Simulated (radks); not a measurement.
Results of a calculation; reference values are marked as such.
Question: Tc XII, configuration [Ar] 3d10 4s2 4p2. Code: a radial shooting solver on a logarithmic mesh with Libxc functionals. Model: scalar-relativistic Kohn-Sham, LDA (Slater exchange, Perdew-Wang correlation), spin-polarised, spherical densities, point nucleus; open shells are filled with parallel spins first (spin-orbit coupling, left out, can overturn this in heavy ions). Some entries of the table are withheld. Estimate them.

orbital,occ.,eigenvalue (hartree),<r^2> (bohr^2),<1/r> (bohr^-1)
1s up,1,-773.9884,0.001589,44.66
1s down,1,-773.9681,0.001589,44.66
2s up,1,-117.2857,0.02641,10.08
2s down,1,-117.2721,0.02641,10.08
2p up,3,-105.9039,0.02076,9.794
2p down,3,-105.8852,0.02076,9.793
3s up,1,-26.74676,0.1962,3.493
3s down,1,-26.72201,0.1959,3.495
3p up,3,-23.00313,0.1992,3.332
3p down,3,-22.97579,0.1988,3.333
3d up,5,-16.94062,0.1856,3.112
3d down,5,-16.91253,0.1849,3.115
4s up,1,-9.57960,(1),1.447
4s down,1,-9.43826,(2),1.449
4p up,2,-8.39454,(3),1.353
4p down,0,-8.25384,(4),1.353
4d up,0,-6.55907,1.393,1.195
4d down,0,-6.42593,1.409,1.190
5s up,0,-4.81567,3.505,(5)
5s down,0,-4.76035,3.565,(6)

Answer: 
(1) 4s up <r^2> (bohr^2): 1.026
(2) 4s down <r^2> (bohr^2): 1.027
(3) 4p up <r^2> (bohr^2): 1.145
(4) 4p down <r^2> (bohr^2): 1.149
(5) 5s up <1/r> (bohr^-1): 0.7844
(6) 5s down <1/r> (bohr^-1): 0.7758
